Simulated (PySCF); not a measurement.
Gas-phase reaction: SiF4.NH3 = N + HF + SiH2F2 + F

Computed with PySCF (xtb for GFN2) and rigid-rotor harmonic-oscillator thermochemistry at 1 bar. † marks an energy on the PBE0/def2-TZVP geometry and frequencies; other levels use their own. MP2 freezes the core. 6-31G* has spherical d functions here. Open shells (unrestricted): N (multiplicity 4), F (multiplicity 2); the rest are closed-shell singlets. GFN2 has no spin-polarisation term. Spin-orbit splitting is ignored; it lowers the true energy and changes the entropy of F. Adducts (SiF4.NH3) have no counterpoise correction, and HF, PBE, BLYP, B3LYP and PBE0 lack dispersion. SiF4.NH3: computed as isolated molecules; such fragments, hydroxides, amides, oligomers or adducts are transient or little studied in the gas. MP2 isn't extrapolated to the basis-set limit.

| level | ΔH°(298 K), kJ |
|---|---|
| GFN2-xTB | … |
| HF/6-31G* | 776 |
| HF/def2-TZVP† | … |
| MP2/def2-TZVPP† | 1198 |
| PBE/def2-TZVP† | 1217 |
| PBE0/def2-QZVP† | … |
| PBE0/def2-SVP† | 1181 |
| PBE0/def2-TZVP | … |

**Question.** Complete the blanks.

**Answer.** 
- GFN2-xTB, ΔH°(298 K), kJ: 1392
- HF/def2-TZVP†, ΔH°(298 K), kJ: 775
- PBE0/def2-QZVP†, ΔH°(298 K), kJ: 1177
- PBE0/def2-TZVP, ΔH°(298 K), kJ: 1175
